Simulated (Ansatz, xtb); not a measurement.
**Two isomers of Cl3H3OSiSn**

We compare X, `O[Si@H](Cl)[SnH]([Cl])[Cl]`, a singlet, with Y, `O[SiH2][Sn]([Cl])([Cl])[Cl]`, a singlet. Both are isolated molecules in the gas phase, relaxed with PBE0-D4/def2-SVP; the shapes shown needn't be the lowest conformers.

X (Å):

```xyz
9

Cl    0.5146    1.9110    1.6020
Cl   -3.0776    0.3916   -0.4700
Cl   -1.3087   -2.8847   -0.9539
O     1.7662   -0.8905    1.2613
Si    0.7371    0.1649    0.5164
Sn   -1.5103   -1.0588    0.5198
H     2.7087   -0.6922    1.2789
H     1.1838    0.5469   -0.8501
H    -2.2237   -1.6517    1.9530
```

Y (Å):

```xyz
9

Cl    2.8713    3.8027   -3.1557
Cl    2.5582    0.1987   -2.2004
Cl    3.6693    2.7175    0.3349
O    -0.5727    1.7405    0.3902
Si   -0.2806    2.8382   -0.8153
Sn    2.1700    2.3755   -1.4306
H    -1.4425    1.7084    0.8007
H    -1.1045    2.6249   -2.0405
H    -0.3773    4.2603   -0.3752
```

**Question.** Estimate E(Y) − E(X) at the level PBE0-D4/def2-SVP.

**Answer.** Calculated at PBE0-D4/def2-SVP: E(Y) − E(X) = +11.7 kJ/mol, so structure X lies lower.

The same difference at several levels:

```csv
level,geometry,E(Y) − E(X) (kJ/mol),departure from the last row (kJ/mol),"job, with rough time for the two"
GFN2-xTB,GFN2-xTB,−44.1,−55.9,"optimisation, 0.25 s"
HF/STO-3G,GFN2-xTB,−39.7,−51.4,"single point, 1.3 s"
r2SCAN-D4/def2-SVP,GFN2-xTB,+2.2,−9.5,"single point, 5.8 s"
PBE0-D4/def2-SVP,PBE0-D4/def2-SVP,+11.7,,"optimisation, 76 s"
```

As drawn, Y has 1 Cl–Sn, 1 Si–H in place of 1 Cl–Si, 1 Sn–H.

GFN2-xTB, HF/STO-3G put the two in the other order. The largest departure from PBE0-D4/def2-SVP is that of GFN2-xTB, 55.9 kJ/mol. No coupled-cluster energies are at hand for both structures. No reliable frequencies are at hand for Y, so it isn't confirmed as a minimum.

Atoms past krypton carry core potentials in the def2 sets, other sets are all-electron and non-relativistic, and no spin–orbit term is included. Run with Ansatz 0.2.0, xtb 6.7.1; the last row on 2 threads of Arm Neoverse V2 on a shared host.
